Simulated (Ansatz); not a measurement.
`BC[SiH2]F` + `[NH2][GeH3]` → `B[NH][GeH3]` + `C[SiH2]F` at 298.15 K and 1 bar (ligand exchange at a B–C bond).

Isolated molecules relaxed with PBE0-D4/def2-TZVP in Ansatz; ΔE leaves out vibrations. CCSD(T)/CBS is the MP2 limit (def2-TZVPP, def2-QZVPP) plus CCSD(T) − MP2 in def2-TZVPP, frozen cores. For Ge outer-core shells are correlated without core-valence functions, which leaves a few kJ/mol of doubt a bond. Scalar relativity is left out up to krypton. One conformer a species, not always the lowest.

```
      species  CCSD(T)/CBS energy (Eh)  H − E (kJ/mol)  S (J/(mol·K))
  `BC[SiH2]F`               -455.38132           196.4          323.3
`[NH2][GeH3]`              -2133.81884           141.9          275.3
`B[NH][GeH3]`              -2159.24687           178.2          305.9
   `C[SiH2]F`               -430.00374           162.8          286.2
```

H − E and S are ideal-gas, rigid-rotor, harmonic terms from PBE0-D4/def2-TZVP, for one conformer and one mirror image of each species. 1 Eh = 2625.50 kJ/mol, R = 8.31446 J/(mol·K).

Problem. By hand: ΔE, ΔH, ΔS and ΔG.

Solution. ΔE = (-2159.24687) + (-430.00374) − (-455.38132) − (-2133.81884) = -0.05045 Eh = -132.5 kJ/mol. Δ(H − E) = 178.2 + 162.8 − 196.4 − 141.9 = 2.7, so ΔH = -129.8 kJ/mol. ΔS = 305.9 + 286.2 − 323.3 − 275.3 = -6.5 J/(mol·K). ΔG = -129.8 − 298.15 × (-6.5)/1000 = -127.9 kJ/mol.

Problem. By hand: the equilibrium constant, and the temperature at which ΔG would vanish if ΔH and ΔS stayed fixed.

Solution. log₁₀ K = −ΔG/(RT ln 10) = 22.4. ΔG = 0 at ΔH/ΔS = 19969 K, far beyond where these terms or the molecules hold.

The number of gas molecules stays the same, so ΔS is small and ΔH decides. A doubt of 5 kJ/mol in ΔE shifts log₁₀ K by 0.9 here. Other conformers and mirror images would add mixing entropy, several J/(mol·K) or more a flexible species. These are equilibria of isolated gas molecules and say nothing of rates. Largest T1 diagnostic: 0.013 (customary marks: 0.02 for closed shells, 0.045 for open ones).
